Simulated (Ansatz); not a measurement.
This geometry of a periodic cell of 17 atoms, LiCa₁₆ (surface Ca(110), adsorbate Li) is a first-order saddle point. Atoms 1 to 4 are held.

These are results of DFT PBE-D3(BJ), scalar-relativistic, plane waves, PAW in Ansatz, not measurements. Settings: cutoff 420 eV, k mesh 2x2x1, gaussian smearing 0.15 eV, no spin polarisation.

```xyz
17
Lattice="11.1600 0.0000 0.0000 0.0000 7.8913 0.0000 0.0000 0.0000 16.9185" Properties=species:S:1:pos:R:3
Ca 2.790 1.973 1.000
Ca 8.370 1.973 1.000
Ca 2.790 5.918 1.000
Ca 8.370 5.918 1.000
Ca -0.052 0.000 2.921
Ca 5.632 0.000 2.922
Ca 0.012 3.946 2.850
Ca 5.567 3.946 2.851
Ca 2.790 1.898 4.675
Ca 8.370 2.049 4.803
Ca 2.790 5.993 4.675
Ca 8.370 5.842 4.803
Ca -0.236 -0.001 6.725
Ca 5.815 0.000 6.724
Ca 0.335 3.945 6.565
Ca 5.248 3.945 6.569
Li 8.371 3.946 7.756
```

Q: Which two structures does it join? (They come from a converged band through this point; their orientation in space is the band's.)

A: Contacts lost: Ca10–Li17. Contacts made: Ca12–Li17. The atom that moves furthest is Li17, by 3.95 Å.

First end point:

```xyz
17
Lattice="11.1600 0.0000 0.0000 0.0000 7.8913 0.0000 0.0000 0.0000 16.9185" Properties=species:S:1:pos:R:3
Ca 2.790 1.973 1.000
Ca 8.370 1.973 1.000
Ca 2.790 5.918 1.000
Ca 8.370 5.918 1.000
Ca 0.013 0.008 2.874
Ca 5.565 0.008 2.875
Ca 0.014 3.966 2.878
Ca 5.565 3.966 2.879
Ca 2.790 2.011 4.738
Ca 8.370 2.008 4.686
Ca 2.791 5.957 4.760
Ca 8.369 5.956 4.742
Ca -0.070 0.082 6.627
Ca 5.648 0.080 6.630
Ca -0.072 3.963 6.628
Ca 5.654 3.963 6.632
Li 8.372 2.031 7.918
```

Last end point:

```xyz
17
Lattice="11.1600 0.0000 0.0000 0.0000 7.8913 0.0000 0.0000 0.0000 16.9185" Properties=species:S:1:pos:R:3
Ca 2.790 1.973 1.000
Ca 8.370 1.973 1.000
Ca 2.790 5.918 1.000
Ca 8.370 5.918 1.000
Ca 0.014 0.020 2.878
Ca 5.565 0.020 2.879
Ca 0.013 3.953 2.874
Ca 5.565 3.954 2.875
Ca 2.791 2.011 4.760
Ca 8.369 2.010 4.742
Ca 2.790 5.956 4.738
Ca 8.370 5.954 4.686
Ca -0.072 0.018 6.628
Ca 5.654 0.017 6.632
Ca -0.070 4.028 6.627
Ca 5.648 4.026 6.630
Li 8.372 5.977 7.918
```

Q: How far does it lie above each of them?

A: 0.136 eV above the first and 0.136 eV above the second. This is the barrier of this one path; another mechanism may lie lower. Limits of this set-up: coarse k mesh, thin slab, slab without dipole correction.

The run took 8.2 min on 4 threads of Arm Neoverse V1, on a shared host, peak memory 4.4 GiB.
